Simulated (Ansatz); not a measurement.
Wavefunction ladder for `S[S][In]([Br])[Br]`

```xyz
6

S     0.5100    0.2004    2.2436
S     0.5141   -1.3008    0.8372
In    0.0822   -0.0961   -1.1800
Br    0.1581   -1.2458   -3.3445
Br   -0.4686    2.2873   -1.1231
H    -0.7958    0.1550    2.5668
```

The species carries charge 0 and has multiplicity 1. Correlated methods include outer-core shells of Br, In, which these sets cover unevenly. Scalar relativity is left out up to krypton. In takes the def2 core potential. Geometry: relaxed with PBE0-D4/def2-TZVP. It is one conformer, not always the lowest. Frozen core, restricted reference, the Gaussian-basis code of Ansatz.

```csv
basis,HF (Eh),MP2 corr.,CCSD corr.,(T),CCSD(T) total
def2-SVP,-6128.95154,-0.78945,-0.82269,-0.02261,-6129.79684
def2-TZVPP,-6129.87357,-1.16335,-1.19243,-0.04799,-6131.11399
def2-QZVPP,-6129.99578,-2.02200,–,–,–
```
